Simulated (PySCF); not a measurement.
C4H5 (SMILES [CH]=C1CC1), doublet, geometry from GFN2-xTB; BLYP/STO-3G in PySCF.

Here is a job for PySCF.
```python
from pyscf import gto, scf, dft

mol = gto.M(
    atom='''
C    -0.004161    0.006410    0.418625
C    -0.002093   -0.803829   -0.823336
C     0.018426    0.691366   -0.931558
C    -0.016515    0.039816    1.679741
H    -0.913340   -1.326673   -1.078227
H     0.900249   -1.350230   -1.059838
H     0.937302    1.183945   -1.212994
H    -0.881453    1.207569   -1.231435
H    -0.016700    0.682813    2.521659
''',
    basis='sto-3g',
    charge=0,
    spin=1,
    verbose=4,
)

mf = dft.UKS(mol)
mf.xc = 'blyp'
mf.conv_tol = 1e-6
mf.kernel()
```

The log (banner, timings and long lists left out):

```
PySCF version 2.14.0

[INPUT] verbose = 4
[INPUT] num. atoms = 9
[INPUT] num. electrons = 29
[INPUT] charge = 0
[INPUT] spin (= nelec alpha-beta = 2S) = 1
[INPUT] symmetry False subgroup None
[INPUT] Mole.unit = angstrom
[INPUT] Symbol           X                Y                Z      unit          X                Y                Z       unit  Magmom
[INPUT]  1 C     -0.004161000000   0.006410000000   0.418625000000 AA   -0.007863150404   0.012113144458   0.791086598896 Bohr   0.0
[INPUT]  2 C     -0.002093000000  -0.803829000000  -0.823336000000 AA   -0.003955196779  -1.519016660983  -1.555879548495 Bohr   0.0
[INPUT]  3 C      0.018426000000   0.691366000000  -0.931558000000 AA    0.034820093571   1.306492391836  -1.760389489148 Bohr   0.0
[INPUT]  4 C     -0.016515000000   0.039816000000   1.679741000000 AA   -0.031208826947   0.075241335376   3.174250450203 Bohr   0.0
[INPUT]  5 H     -0.913340000000  -1.326673000000  -1.078227000000 AA   -1.725962458610  -2.507048626855  -2.037553730111 Bohr   0.0
[INPUT]  6 H      0.900249000000  -1.350230000000  -1.059838000000 AA    1.701224053914  -2.551564905171  -2.002803556407 Bohr   0.0
[INPUT]  7 H      0.937302000000   1.183945000000  -1.212994000000 AA    1.771244076007   2.237331796548  -2.292226450741 Bohr   0.0
[INPUT]  8 H     -0.881453000000   1.207569000000  -1.231435000000 AA   -1.665704761676   2.281974686515  -2.327074890204 Bohr   0.0
[INPUT]  9 H     -0.016700000000   0.682813000000   2.521659000000 AA   -0.031558426280   1.290329564293   4.765244889545 Bohr   0.0

nuclear repulsion = 102.7323616115
number of shells = 17
number of NR pGTOs = 75
number of NR cGTOs = 25
basis = sto-3g
ecp = {}

******** <class 'pyscf.dft.uks.UKS'> ********
method = UKS
initial guess = minao
damping factor = 0
level_shift factor = 0
DIIS = <class 'pyscf.scf.diis.CDIIS'>
diis_start_cycle = 1
diis_space = 8
diis_damp = 0
SCF conv_tol = 1e-06
SCF conv_tol_grad = None
SCF max_cycles = 50
direct_scf = True
direct_scf_tol = 1e-13
number electrons alpha = 15  beta = 14
XC library pyscf.dft.libxc version 7.1.2
    S. Lehtola, C. Steigemann, M. J. T. Oliveira, and M. A. L. Marques,  SoftwareX 7, 1–5 (2018)
XC functionals = blyp
    A. D. Becke,  Phys. Rev. A 38, 3098 (1988)
    C. Lee, W. Yang, and R. G. Parr,  Phys. Rev. B 37, 785 (1988)
    B. Miehlich, A. Savin, H. Stoll, and H. Preuss,  Chem. Phys. Lett. 157, 200 (1989)
radial grids:
    Treutler-Ahlrichs [JCP 102, 346 (1995); DOI:10.1063/1.469408] (M4) radial grids

becke partition: Becke, JCP 88, 2547 (1988); DOI:10.1063/1.454033
pruning grids: <function nwchem_prune>
grids dens level: 3
symmetrized grids: False
atomic radii adjust function: <function treutler_atomic_radii_adjust>
small_rho_cutoff = 0
Set gradient conv threshold to 0.001
tot grids = 105512
init E= -153.802543431442

cycle= 1 E= -153.249764857576  delta_E= 0.553  |g|= 0.119  |ddm|=  2.9
cycle= 2 E= -153.236038629257  delta_E= 0.0137  |g|= 0.196  |ddm|= 0.457
cycle= 3 E= -153.261392521255  delta_E= -0.0254  |g|= 0.0663  |ddm|= 0.323
cycle= 4 E= -153.26417228848  delta_E= -0.00278  |g|= 0.00971  |ddm|= 0.088
cycle= 5 E= -153.264252198331  delta_E= -7.99e-05  |g|= 0.00626  |ddm|= 0.024
cycle= 6 E= -153.264286485826  delta_E= -3.43e-05  |g|= 0.00163  |ddm|= 0.0121
cycle= 7 E= -153.264292820802  delta_E= -6.33e-06  |g|= 0.000465  |ddm|= 0.00725
cycle= 8 E= -153.264293220457  delta_E= -4e-07  |g|= 0.000339  |ddm|= 0.00213
Extra cycle  E= -153.264293167755  delta_E= 5.27e-08  |g|= 0.000466  |ddm|= 0.00112
converged SCF energy = -153.264293167755  <S^2> = 0.75835675  2S+1 = 2.0083394
```
